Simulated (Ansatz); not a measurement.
`[CH3][In]([CH3])[SeH]` + H₂ → `[CH3][InH][SeH]` + CH₄  (hydrogenolysis of the In–C bond)

Gas-phase electronic energies from Ansatz, PBE0-D4/def2-TZVP geometries. CCSD(T)/CBS adds triple-zeta CCSD(T) − MP2 to the extrapolated MP2 energy (def2 sets, frozen cores). This one scheme is used for every species. Functionals use def2-TZVPP. HSE06 is defined as in plane-wave codes. Elements past krypton have def2 core potentials. For In, Se outer-core shells are correlated without core-valence functions, which leaves a few kJ/mol of doubt a bond. Scalar relativity is left out up to krypton. Each species was taken in one conformer, which may not be the lowest.

(1) Is it downhill or uphill in electronic energy at CCSD(T)/CBS, and by how much? (Best estimate.)

(2) What do these levels give: HSE06-D4, ωB97X-V, r2SCANh, HSE06, RPA@PBE/def2-TZVPP, MP2/def2-SVP, CCSD/def2-SVP, CCSD(T)/def2-SVP, MP2/def2-TZVPP, SCS-MP2/def2-QZVPP, MP2/CBS(def2), CCSD/CBS(def2)? (Estimate.)

Largest T1 diagnostic among the species: 0.012.

Results:

(1) Computed: Downhill: ΔE = -37.8 kJ/mol.

(2) Ansatz gave: HSE06-D4 -46.1, ωB97X-V -47.1, r2SCANh -47.2, HSE06 -49.8, RPA@PBE/def2-TZVPP -40.1, MP2/def2-SVP -48.5, CCSD/def2-SVP -58.4, CCSD(T)/def2-SVP -55.0, MP2/def2-TZVPP -31.7, SCS-MP2/def2-QZVPP -37.2, MP2/CBS(def2) -29.0, CCSD/CBS(def2) -42.9 kJ/mol.

Leaving LDA and LC-ωPBE aside and taking each functional with its dispersion term where it has one, the values, not all of them listed here, spread over 21.2 kJ/mol, from B97M-V to revPBE-D4. At CCSD(T), def2-SVP lies −17.2 kJ/mol from the extrapolated value and def2-TZVPP −2.7 kJ/mol.
